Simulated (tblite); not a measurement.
Compound: C₆H₅O₂S (doublet state).
Numbering: `[CH3:1][S:2][c:3]1[c:4][cH:5][c:6](=[O:7])[o:8][cH:9]1` (hydrogens: H10, H11, H12 on C1; H13 on C5; H14 on C9)

Computed geometry: GFN2-xTB, gas phase. This method treats the open shell by occupation alone, without spin polarisation.

Give the optimised bond lengths and angles.

| bond | length (Å) |
| --- | --- |
| C1–S2 | 1.817 |
| S2–C3 | 1.757 |
| C3–C4 | 1.407 |
| C4=C5 | 1.323 |
| C5–C6 | 1.473 |
| C6=O7 | 1.203 |
| C6–O8 | 1.361 |
| O8–C9 | 1.337 |
| C3=C9 | 1.361 |
| C1–H10, C1–H11, C1–H12 | 1.086 |
| C5–H13 | 1.077 |
| C9–H14 | 1.080 |

Bonds in one row agree within 0.01 Å and their mean is given. A selection of angles:
| angle | degrees |
| --- | --- |
| S2–C1–H10 | 106.4 |
| S2–C1–H11 | 109.4 |
| H10–C1–H11 | 110.4 |
| H11–C1–H12 | 110.9 |
| C1–S2–C3 | 99.3 |
| S2–C3–C4 | 123.5 |
| S2–C3–C9 | 121.6 |
| C4–C3–C9 | 114.9 |
| C3–C4–C5 | 124.4 |
| C4–C5–C6 | 119.0 |
| C4–C5–H13 | 125.2 |
| C6–C5–H13 | 115.8 |
| C5–C6–O7 | 124.6 |
| C5–C6–O8 | 115.1 |
| O7–C6–O8 | 120.3 |
| C6–O8–C9 | 123.4 |
| O8–C9–H14 | 113.0 |
| C3–C9–O8 | 123.3 |
| C3–C9–H14 | 123.7 |

Torsions: C1–S2–C3–C4 0° (synperiplanar); S2–C3–C4–C5 180° (antiperiplanar); C3–C4–C5–C6 0° (synperiplanar); C4–C5–C6–O7 180° (antiperiplanar); C5–C6–O8–C9 0° (synperiplanar); C6–O8–C9–C3 0° (synperiplanar); S2–C3–C9–O8 180° (antiperiplanar).

The 3 C–O bonds span 1.203 Å (C6=O7, drawn double) to 1.361 Å (C6–O8, drawn single), a spread of 0.158 Å. C4 (carbon bonded to 2 C) is bent (angle 124.4°). Of the pairs four or more bonds apart, C4···H12 is among the closest relative to their van der Waals radii: 2.76 Å, 95 % of the sum of Bondi's values. C6 (carbon bonded to C and 2 O) is planar (angles 124.6°, 120.3° and 115.1°, sum 360.0°, 0.00 Å off the plane of its three neighbours). C9 (carbon bonded to C, O and H) is planar (angles 123.7°, 123.3° and 113.0°, sum 360.0°, 0.00 Å off the plane of its three neighbours). C5 (carbon bonded to 2 C and H) is planar (angles 125.2°, 119.0° and 115.8°, sum 360.0°, 0.00 Å off the plane of its three neighbours). The C–S distances run from 1.757 Å (S2–C3, drawn single) to 1.817 Å (C1–S2, drawn single), a spread of 0.060 Å.

Point group: Cs (every atom within 0.08 Å of its image). Its GFN2-xTB frequencies are all real (lowest 20 cm⁻¹).

Time: 0.15 s. Hardware: one thread, Arm Neoverse V2 (aarch64), no GPU (shared host). This is the geometry optimisation.

One conformer stands for the species.
